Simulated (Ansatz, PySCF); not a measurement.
This PySCF input computes a CCSD(T)/cc-pVDZ energy:

```python
from pyscf import gto, scf, mp, cc as ccmod

mol = gto.M(
    atom='''
    B    -0.22499688   -0.01005670   -1.34691142
    H    -0.33436384    1.04036341   -1.88677077
    H    -0.29447598   -1.06847070   -1.87768832
    C     0.01701803    0.00076066    0.10187596
    O     0.20646451    0.00922835    1.23597005
    ''',
    basis='cc-pvdz',
    charge=0,
    spin=1,
    verbose=4,
)

mf = scf.UHF(mol)
mf.conv_tol = 1e-10
mf.max_cycle = 100
mf.kernel()
mo, _, stable, _ = mf.stability(return_status=True)
if not stable:
    mf.kernel(mf.make_rdm1(mo, mf.mo_occ))
mp2 = mp.MP2(mf, frozen=3).run()
cc = ccmod.CCSD(mf, frozen=3)
cc.max_cycle = 100
cc.kernel()
et = cc.ccsd_t()
print(f'E(CCSD(T)) = {cc.e_tot + et:.9f}')
```

Write an input for the same energy in Ansatz (a quantum-chemistry and plane-wave program) and say what it gives.


Ansatz 0.2 input:
```yaml
crystal:
  periodic: [false, false, false]
  atoms:
    - {symbol: B, position_ang: [-0.22499688, -0.01005670, -1.34691142]}
    - {symbol: H, position_ang: [-0.33436384, 1.04036341, -1.88677077]}
    - {symbol: H, position_ang: [-0.29447598, -1.06847070, -1.87768832]}
    - {symbol: C, position_ang: [0.01701803, 0.00076066, 0.10187596]}
    - {symbol: O, position_ang: [0.20646451, 0.00922835, 1.23597005]}
basis:
  gaussian:
    orbitals: cc-pVDZ
magnetization: {spin_polarized: true, initial_magnetization: 1}
correlation: {method: ccsd_t, electrons: outside_noble_gas}
```
It gives -138.96932 Eh, and PySCF -138.96932 Eh, a difference of 0.00 mEh.

It need not be the lowest isomer of its formula.
